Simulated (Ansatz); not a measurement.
C₃H₉GaO₂, SMILES `CC(C)[O][GaH][OH]`. The species carries charge 0 and has multiplicity 1. Geometry: relaxed with PBE0-D4/def2-TZVP. It is one conformer, not always the lowest.

```xyz
15

C    -0.935    0.851   -1.172
C    -0.163    0.991    0.128
C    -0.974    0.523    1.324
O     1.084    0.335    0.062
Ga    1.320   -1.409   -0.165
O     3.061   -1.779   -0.188
H    -1.848    1.450   -1.156
H    -0.322    1.180   -2.013
H    -1.224   -0.193   -1.338
H     0.074    2.054    0.272
H    -1.264   -0.527    1.206
H    -0.389    0.621    2.240
H    -1.889    1.109    1.435
H     0.218   -2.494   -0.326
H     3.251   -2.711   -0.309
```

(1) What is the dipole moment at ωB97M-V/def2-TZVPP? (Estimate.)

(2) And with PBE, r2SCAN, B3LYP? (Estimate.)

(3) Give the Mulliken charges with ωB97M-V, r2SCAN, B3LYP in def2-TZVPP. (Estimate.)

## Answers

(1) The calculation gave: 2.57 D, with components (-2.12, -1.43, -0.22) D in this frame, pointing from negative to positive charge.

(2) Computed: PBE 2.29 D, r2SCAN 2.41 D, B3LYP 2.52 D.

(3) Ansatz gave: 
```csv
atom,ωB97M-V,r2SCAN,B3LYP
C1,-0.33,-0.19,-0.29
C2,0.10,0.31,0.23
C3,-0.33,-0.19,-0.29
O4,-0.38,-0.40,-0.39
Ga5,0.43,0.45,0.46
O6,-0.39,-0.41,-0.39
H7,0.10,0.04,0.08
H8,0.12,0.06,0.10
H9,0.10,0.04,0.07
H10,0.08,0.00,0.05
H11,0.10,0.04,0.07
H12,0.12,0.06,0.10
H13,0.10,0.04,0.08
H14,0.00,-0.04,-0.05
H15,0.16,0.19,0.17
```

B3LYP here is the variant with VWN-RPA as its local correlation; programs differ in this.
